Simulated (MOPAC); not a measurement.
MOPAC input (MNDO):

```
MNDO 1SCF UHF MS=0.5 GEO-OK AUX(PRECISION=9) THREADS=1
NaO

Na   -0.00000000 1   -0.00000000 1   -0.86395200 1
O     0.00000000 1    0.00000000 1    1.18793500 1
```

From the output:

```
                                                       MOPAC v23.2.5 Linux

          FINAL HEAT OF FORMATION =         29.43292 KCAL/MOL =     123.14733 KJ/MOL

          COSMO AREA              =         96.19 SQUARE ANGSTROMS
          COSMO VOLUME            =         86.39 CUBIC ANGSTROMS

          IONIZATION POTENTIAL    =          8.545072 EV
          ALPHA SOMO LUMO (EV)    =         -9.604 -1.493
          BETA  SOMO LUMO (EV)    =         -8.545 -1.538
          NO. OF ALPHA ELECTRONS  =          4
          NO. OF BETA  ELECTRONS  =          3
          MOLECULAR WEIGHT        =         38.9892         POINT GROUP:  C*v

          MOLECULAR DIMENSIONS (Angstroms)

            Atom       Atom       Distance
            O     2   Na     1     2.05189
            O     2   Na     1     0.00000
           Na     1    O     2     0.00000

          SCF CALCULATIONS        =          1

   ATOM   CHEMICAL          X               Y               Z
  NUMBER   SYMBOL      (ANGSTROMS)     (ANGSTROMS)     (ANGSTROMS)

     1      Na         -0.00000000  *  -0.00000000  *  -0.86395200  *
     2       O          0.00000000  *   0.00000000  *   1.18793500  *

                             CARTESIAN COORDINATES

   1   Na       -0.000000000    -0.000000000    -0.863952000
   2    O        0.000000000     0.000000000     1.187935000

           Empirical Formula: O Na  =     2 atoms

      MOLECULAR POINT GROUP   :   C*v

          ALPHA EIGENVALUES
 -33.92078 -11.06966 -10.18421  -9.60356  -1.49292   0.24444   0.80029   4.79789

           BETA EIGENVALUES
 -30.04455  -9.31127  -8.54507  -1.53776  -0.53986   0.79287   3.82456   5.23433

              NET ATOMIC CHARGES AND DIPOLE CONTRIBUTIONS

  ATOM NO.   TYPE          CHARGE      No. of ELECS.   s-Pop       p-Pop
    1         Na           0.369159        0.6308     0.11117     0.51968
    2          O          -0.369159        6.3692     1.90133     4.46782
 DIPOLE           X         Y         Z       TOTAL
 POINT-CHG.     0.000     0.000    -3.638     3.638
 HYBRID         0.000     0.000    -2.522     2.522
 SUM            0.000     0.000    -6.160     6.160

          ATOMIC ORBITAL ELECTRON POPULATIONS

     Atom    s        px        py        pz
    1 Na   0.11117   0.14806   0.04058   0.33103
    2  O   1.90133   1.85194   0.95942   1.65646

                    (SZ)    =    0.500000
                    (S**2)  =    0.758304

          ATOMIC ORBITAL SPIN POPULATIONS

    Atom   Total    s     px     py     pz
         Atomic
    1 Na -0.0448 -0.014 -0.036  0.041 -0.036
    2  O  1.0448  0.012  0.036  0.959  0.038

 **********************
 *                    *
 * JOB ENDED NORMALLY *
 *                    *
 **********************

 == MOPAC DONE ==
```

The geometry given is a B3LYP-D3(BJ)/def2-TZVP minimum.
